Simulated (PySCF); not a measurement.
This PySCF input asks for the NMR shieldings of `CC(C)C1=CCP(P)C1`, C7H14P2; the geometry comes from GFN2-xTB.

```python
import basis_set_exchange as bse
import numpy as np
from pyscf import gto, dft
from pyscf.prop import nmr

atoms = """
C    -1.018933    1.632700   -1.042683
C    -1.428906    0.221584   -0.610864
C    -2.605019    0.276600    0.363518
C    -0.240302   -0.484543   -0.022488
C     0.468595   -1.420169   -0.638882
C     1.654549   -1.970133    0.089833
P     1.994361   -0.755946    1.467587
P     2.863438    0.793490    0.210925
C     0.241866   -0.128537    1.356921
H    -0.169637    1.586559   -1.720651
H    -0.735425    2.231765   -0.180474
H    -1.845222    2.128736   -1.546705
H    -1.739436   -0.332743   -1.503403
H    -2.351346    0.860017    1.245354
H    -2.888081   -0.725516    0.678081
H    -3.463179    0.742193   -0.116086
H     0.228123   -1.808442   -1.616531
H     1.437047   -2.956212    0.515175
H     2.531350   -2.077323   -0.555165
H     4.145046    0.256831    0.324439
H     3.074721    1.642352    1.297534
H     0.206900    0.944505    1.559633
H    -0.365260   -0.630783    2.117601
"""
names = dict.fromkeys(["C", "P", "H"], "pcSseg-1")
basis = {el: gto.basis.parse(bse.get_basis(n, elements=[el], fmt="nwchem")) for el, n in names.items()}
mol = gto.M(atom=atoms, basis=basis, charge=0, verbose=0)
mf = dft.RKS(mol, xc="PBE0")
mf.grids.level = 2
mf.grids.alignment = dft.numint.BLKSIZE   # the property module wants whole blocks of grid points
mf.conv_tol = 1e-9
mf.kernel()

calc = nmr.RKS(mf)   # GIAO
C = mf.mo_coeff
Co = C[:, mf.mo_occ > 0]
resp = mf.gen_response(singlet=True, hermi=2)
def vind(x):   # induced exchange potential for any number of trial vectors
    d = np.einsum("pi,xij,qj->xpq", C, 2 * x.reshape(-1, C.shape[1], Co.shape[1]), Co, optimize=True)
    return np.einsum("xpq,pi,qj->xij", resp(d - d.transpose(0, 2, 1)), C, Co, optimize=True).ravel()
mo1, _ = nmr.rhf.solve_mo1(calc, with_cphf=vind)
sigma = calc.kernel(mo1)
for i, s in enumerate(sigma):   # ppm
    w = np.linalg.eigvalsh((s + s.T) / 2)
    print("%2d %-2s iso %8.1f  s11 %8.1f  s22 %8.1f  s33 %8.1f" % (i, mol.atom_pure_symbol(i), w.mean(), *w))
```

Task: What are the results?

Result: 
```
 0 C  iso    162.6  s11    142.5  s22    159.7  s33    185.5
 1 C  iso    151.2  s11    140.0  s22    150.4  s33    163.3
 2 C  iso    164.3  s11    152.2  s22    154.8  s33    185.8
 3 C  iso     27.0  s11    -85.2  s22     39.2  s33    127.0
 4 C  iso     56.1  s11    -39.9  s22     77.1  s33    131.3
 5 C  iso    150.1  s11    129.3  s22    151.3  s33    169.7
 6 P  iso    358.5  s11    267.9  s22    371.5  s33    436.0
 7 P  iso    529.9  s11    429.6  s22    560.7  s33    599.6
 8 C  iso    153.2  s11    133.6  s22    156.1  s33    169.7
 9 H  iso     30.5  s11     26.0  s22     29.5  s33     36.0
10 H  iso     30.7  s11     27.1  s22     30.7  s33     34.3
11 H  iso     30.6  s11     26.3  s22     27.8  s33     37.6
12 H  iso     28.9  s11     25.0  s22     28.1  s33     33.8
13 H  iso     30.8  s11     26.6  s22     31.0  s33     34.7
14 H  iso     30.7  s11     26.4  s22     28.3  s33     37.4
15 H  iso     30.6  s11     26.2  s22     27.8  s33     37.8
16 H  iso     25.9  s11     22.6  s22     26.2  s33     28.9
17 H  iso     28.8  s11     24.0  s22     26.0  s33     36.3
18 H  iso     29.8  s11     25.7  s22     27.4  s33     36.5
19 H  iso     29.7  s11     24.0  s22     26.7  s33     38.3
20 H  iso     29.7  s11     24.4  s22     26.9  s33     37.9
21 H  iso     29.9  s11     25.7  s22     29.9  s33     34.2
22 H  iso     29.0  s11     22.9  s22     28.5  s33     35.7
```

These numbers come from an equivalent density-fitted implementation of the same equations, which agrees with the script to about 0.01 ppm for H and up to a few tenths of a ppm for heavy atoms, so last digits may differ.

Size and cost of the density-fitted run: 237 basis functions, 2 min wall time on 1 thread of an Arm Neoverse N1, shared host; peak memory 1.1 GiB.
